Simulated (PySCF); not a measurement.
SMILES CSc1ccc(O)s1, singlet (GFN2-xTB optimised geometry):

```
14

C     -2.358    -2.066    -0.934
S     -0.964    -2.607     0.104
C      0.075    -1.203     0.000
C      1.433    -1.203     0.000
C      2.001     0.092     0.000
C      1.063     1.075     0.002
O      1.294     2.403    -0.023
S     -0.555     0.429     0.028
H     -1.998    -1.836    -1.932
H     -2.829    -1.198    -0.482
H     -3.055    -2.897    -0.967
H      2.011    -2.108    -0.010
H      3.055     0.290    -0.016
H      0.467     2.897    -0.016
```

Method: PBE/def2-TZVP run with PySCF.

Q: What are the frontier orbital energies and the dipole moment?

A: HOMO-2 -6.27 eV, HOMO-1 -6.14 eV, HOMO -4.58 eV, LUMO -1.32 eV, LUMO+1 -1.09 eV; dipole moment 2.04 D.

Meta-Löwdin charges at PBE/def2-TZVP: C1 -0.42, S2 0.13, C3 -0.24, C4 -0.15, C5 -0.21, C6 0.08, O7 -0.42, S8 0.20, H9 0.14, H10 0.13, H11 0.14, H12 0.14, H13 0.14, H14 0.35.
